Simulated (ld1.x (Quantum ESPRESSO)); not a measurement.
Before and after: TM semilocal potential for Ni

ld1.x (Quantum ESPRESSO) 7.5 input, shortened:

```
&input
   title='Ni', zed=28., rel=1, dft='PBESOL', iswitch=3,
   config='[Ar] 3d8.5 4s1.5 4p0'
 /
 &inputp
   pseudotype=1, tm=.true., lloc=0,
   nlcc=.false.
 /
3
3P  2  1   6.00   0.00  0.80  0.80  0.0
3D  3  2   8.50   0.00  0.85  0.85  0.0
3S  1  0   2.00   0.00  0.85  0.85  0.0
 &test
   configts(1)='3s2 3p6 3d8.5 4s1.5 4p0'
 /
```

Occupied shells without a wave of their own: 4s. They enter only through the test configuration that unscreens the potential.

Change: all radii scaled by about 1.37 (s 1.16, p 1.10, d 1.16 bohr).

Cutoffs: the cutoffs (Ry, on a coarse ladder) from which the occupation-weighted sum of valence levels, in a spherical-Bessel basis at the reference potential, stays within 10 and 1 mRy of its value at 400 Ry; they do not see the model core or the augmentation charge, which bear on the density cutoff. Errors are all-electron minus pseudo energies relative to the spin-unpolarised reference configuration.

Question: Predict the effect on cutoff, ghosts and configuration errors.

Answer: The miss of the reference levels goes from 0.11 to 0.68 eV; of the 7 tests that both files solve, the error grows in 7 and shrinks in 0 by more than 15 % and 0.3 meV (median size 83.6 → 519.5 meV); neither file shows a bound ghost. More of the atom is replaced by a form fitted at one configuration, so other configurations suffer. A semilocal file is local in each channel, so a ghost entry of none says nothing of the separable form that plane-wave codes build from it.

```tsv
quantity	base	changed
cutoff, loose	300 Ry	180 Ry
cutoff, tight	over 300 Ry	300 Ry
loose cutoff by channel (10 mRy a level)	p 120 Ry, d 230 Ry, s 180 Ry	p 70 Ry, d 160 Ry, s 60 Ry
bound ghosts	none	none
largest miss of a reference level, eV	0.11	0.68
error for 3s2 3p6 3d8 4s2 4p0, meV [ΔE 1.19 eV]	+64	+392
error for 3s2 3p6 3d8 4s1 4p0, meV [ΔE 10.52 eV]	-84	-519
error for 3s2 3p6 3d8 4s0 4p0, meV [ΔE 27.78 eV]	-317	-1955
error for 3s2 3p6 3d9 4s1 4p0, meV [ΔE -0.42 eV]	-47	-300
error for 3s2 3p6 3d8 4s1 4p1, meV [ΔE 5.82 eV]	-59	-393
error for 3s1 3p6 3d8 4s2 4p0, meV [ΔE 120.31 eV]	+99	+587
error for 3s2 3p6 3d6 4s0 4p0, meV [ΔE 122.74 eV]	-657	-3975
```

Base: The 4s level has no wave, so the channel is fitted at the deeper level alone: the likely source of the large errors. Changed file: The 4s level has no wave, so the channel is fitted at the deeper level alone: the likely source of the large errors.
